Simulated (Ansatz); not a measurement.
`[SiH3][O][Sn][Cl]` + H₂O → `[OH][Sn][Cl]` + `O[SiH3]` at 700 K and 1 bar (formal hydrolysis of the Sn–O bond).

Computed with Ansatz on PBE0-D4/def2-TZVP structures; ΔE is electronic, products minus reactants. CBS: MP2 limit from def2 TZ/QZ plus the TZ coupled-cluster correction, frozen cores. This one scheme is used for every species. Elements past krypton have def2 core potentials. For Sn outer-core shells are correlated without core-valence functions, which leaves a few kJ/mol of doubt a bond. One conformer a species, not always the lowest.

```json
{"species": "`[SiH3][O][Sn][Cl]`", "CCSD(T)/CBS energy (Eh)": "-1039.98803", "H − E (kJ/mol)": "143.8", "S (J/(mol·K))": "460.4"}
{"species": "H₂O", "CCSD(T)/CBS energy (Eh)": "-76.37941", "H − E (kJ/mol)": "80.5", "S (J/(mol·K))": "218.4"}
{"species": "`[OH][Sn][Cl]`", "CCSD(T)/CBS energy (Eh)": "-749.66523", "H − E (kJ/mol)": "78.0", "S (J/(mol·K))": "362.1"}
{"species": "`O[SiH3]`", "CCSD(T)/CBS energy (Eh)": "-366.69042", "H − E (kJ/mol)": "144.6", "S (J/(mol·K))": "321.6"}
```

H − E and S are ideal-gas, rigid-rotor, harmonic terms from PBE0-D4/def2-TZVP, for one conformer and one mirror image of each species. 1 Eh = 2625.50 kJ/mol, R = 8.31446 J/(mol·K).

Q: By hand: ΔE, ΔH, ΔS and ΔG.

A: ΔE = (-749.66523) + (-366.69042) − (-1039.98803) − (-76.37941) = 0.01179 Eh = 31.0 kJ/mol. Δ(H − E) = 78.0 + 144.6 − 143.8 − 80.5 = -1.7, so ΔH = 29.3 kJ/mol. ΔS = 362.1 + 321.6 − 460.4 − 218.4 = 4.9 J/(mol·K). ΔG = 29.3 − 700 × (4.9)/1000 = 25.9 kJ/mol.

Q: By hand: the equilibrium constant, and the temperature at which ΔG would vanish if ΔH and ΔS stayed fixed.

A: log₁₀ K = −ΔG/(RT ln 10) = -1.9. ΔG = 0 at ΔH/ΔS = 5980 K, far beyond where these terms or the molecules hold.

The number of gas molecules stays the same, so ΔS is small and ΔH decides. A doubt of 5 kJ/mol in ΔE shifts log₁₀ K by 0.4 here. Other conformers and mirror images would add mixing entropy, several J/(mol·K) or more a flexible species. These are equilibria of isolated gas molecules and say nothing of rates. Largest T1 diagnostic: 0.017 (customary marks: 0.02 for closed shells, 0.045 for open ones).
